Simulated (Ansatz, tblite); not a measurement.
Cost and result up the ladder for naphthyltetrahydrothiophenium benzoate (C25H28O3S) (57 atoms). The state is a singlet with charge 0. Geometry: PBE-D4/def2-SVP.

```xyz
57

C     2.369   -0.959   -6.740
C     1.634   -0.975   -5.400
C     0.238   -0.349   -5.471
C    -0.498   -0.331   -4.140
O     0.230    0.502   -3.239
C    -0.190    0.619   -1.957
C    -1.326   -0.003   -1.440
C    -1.690    0.193   -0.086
C    -0.923    0.989    0.746
S    -1.386    1.320    2.454
C    -3.047    0.554    2.721
C    -4.126    1.531    2.273
C    -3.632    2.935    2.643
C    -2.209    3.039    2.103
C     0.274    1.617    0.273
C     1.130    2.396    1.104
C     2.256    3.014    0.582
C     2.584    2.873   -0.791
C     1.790    2.095   -1.620
C     0.628    1.449   -1.113
H     1.808   -1.517   -7.519
H     2.506    0.078   -7.113
H     3.374   -1.420   -6.659
H     1.543   -2.022   -5.031
H     2.230   -0.437   -4.632
H    -0.394   -0.904   -6.199
H     0.307    0.694   -5.852
H    -0.574   -1.360   -3.718
H    -1.534    0.063   -4.259
H    -1.955   -0.648   -2.067
H    -2.591   -0.310    0.287
H    -3.027   -0.438    2.240
H    -3.046    0.373    3.814
H    -4.273    1.460    1.174
H    -5.095    1.283    2.752
H    -3.636    3.054    3.749
H    -4.284    3.733    2.232
H    -1.580    3.796    2.609
H    -2.181    3.216    1.011
H     0.926    2.439    2.183
H     2.912    3.598    1.245
H     3.480    3.369   -1.194
H     2.041    1.961   -2.681
O     1.247    0.082    2.993
C     0.469   -0.889    3.052
O    -0.806   -0.851    2.821
C     1.018   -2.260    3.414
C     2.395   -2.401    3.669
C     2.930   -3.652    4.006
C     2.090   -4.776    4.090
C     0.714   -4.642    3.836
C     0.181   -3.389    3.498
H     3.019   -1.497    3.592
H     4.008   -3.756    4.204
H     2.509   -5.760    4.354
H     0.056   -5.523    3.901
H    -0.891   -3.256    3.294
```

Ansatz on 2 threads of AMD EPYC 7R13 on a shared host and a share (18 GiB) of an NVIDIA H100 80GB HBM3; xTB runs through tblite on one thread. Times are rough, summed over both states, and most runs start from the orbitals of an earlier one. PBE0-D4/def2-SVP serves as the yardstick here, not as an exact answer. The other state is a triplet.

The xTB rows come from tblite. Single mean-field runs in def2-SVP are fitted with def2-universal-jkfit.

xTB has no spin-polarisation term.

```json
{"level": "GFN2-xTB", "functions": "149", "wall time": "0.35 s", "vertical triplet (eV)": "2.79", "difference from PBE0-D4/def2-SVP (eV)": "-0.08"}
{"level": "GFN1-xTB", "functions": "177", "wall time": "0.45 s", "vertical triplet (eV)": "2.85", "difference from PBE0-D4/def2-SVP (eV)": "-0.02"}
{"level": "PBE-D4/def2-SVP (with forces)", "functions": "550", "wall time": "21 s", "vertical triplet (eV)": "2.67", "difference from PBE0-D4/def2-SVP (eV)": "-0.20"}
{"level": "PBE0-D4/def2-SVP", "functions": "550", "wall time": "32 s", "vertical triplet (eV)": "2.87", "difference from PBE0-D4/def2-SVP (eV)": "0.00"}
```
